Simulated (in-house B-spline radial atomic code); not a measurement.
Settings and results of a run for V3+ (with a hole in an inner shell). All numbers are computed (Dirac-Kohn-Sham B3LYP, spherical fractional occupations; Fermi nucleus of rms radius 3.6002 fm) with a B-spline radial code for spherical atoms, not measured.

In the input, a minus or plus after the letter marks the j = l - 1/2 or j = l + 1/2 subshell.

Command:
```bash
python run_scf.py task.json out
```
Settings (nuclear radius in fm, mass in u):
```
Z                23
configuration    1s2 2s2 2p-1 2p+4 3s1 3p6 3d4
hamiltonian      dirac
method           b3lyp
spin_polarised   False
nucleus          fermi
rms_radius       3.6002
atomic_mass      50.94396
speed_of_light   137.035999084
```

Output (hartree, bohr):
```
 radial grid: 68 intervals, B-splines of order 8, outer radius 18.6486 bohr

 iter        energy (Eh)    residual
    1        -910.392842    6.35e-01
    2        -919.636743    5.82e-01
    3        -924.741784    1.24e-01
    4        -925.159395    1.92e-02
    5        -925.165461    1.73e-02
    6        -925.173590    1.47e-03
    7        -925.173640    5.23e-05
    8        -925.173640    6.32e-06
    9        -925.173640    2.67e-08

 total energy                      -925.17364
 kinetic                             934.6949
 electron-nucleus                  -2169.5002
 Hartree                             351.8816
 exact exchange                       -7.8711
 exchange-correlation                -34.3788

 first-order corrections (not in the total)
   Gaunt                             0.3141
   retardation                      -0.0264
   frequency dependence             -0.0006
   self-energy                       0.2219
   Uehling                          -0.0175
   Wichmann-Kroll                    0.0001
   recoil                            0.0080

 orbital      occ     eigenvalue          <r>       <r^2>       <1/r>       r_max    small
 1s1/2      2.000      -202.1088    0.0663774  0.00592339     22.8527     0.04349  6.81e-03
 2s1/2      2.000       -25.1314     0.303287    0.108634     4.89592       0.253  1.24e-03
 2p1/2      1.000       -21.4922     0.266866   0.0876078     4.82714      0.2038  1.22e-03
 2p3/2      4.000       -21.5285     0.268809   0.0887189     4.77167      0.2056  1.21e-03
 3s1/2      1.000        -4.1071     0.910601    0.954163     1.55327      0.7938  2.75e-04
 3p1/2      2.000        -3.1782     0.947685     1.05246     1.45084      0.8021  2.48e-04
 3p3/2      4.000        -3.1504     0.953641     1.06524     1.43636      0.8068  2.44e-04
 3d3/2      1.600        -1.5108      1.08936     1.47825     1.17882      0.7833  1.73e-04
 3d5/2      2.400        -1.5110      1.08935     1.47814     1.17859      0.7832  1.73e-04
```

Run time, properties included: 0.95 s on 1 thread of Arm Neoverse V1 (shared host).

For the Dirac Hamiltonian the kinetic term is c α·p + (β - 1)c².

Caution: exact exchange at fractional occupations of open shells leaves self-interaction of up to several eV.
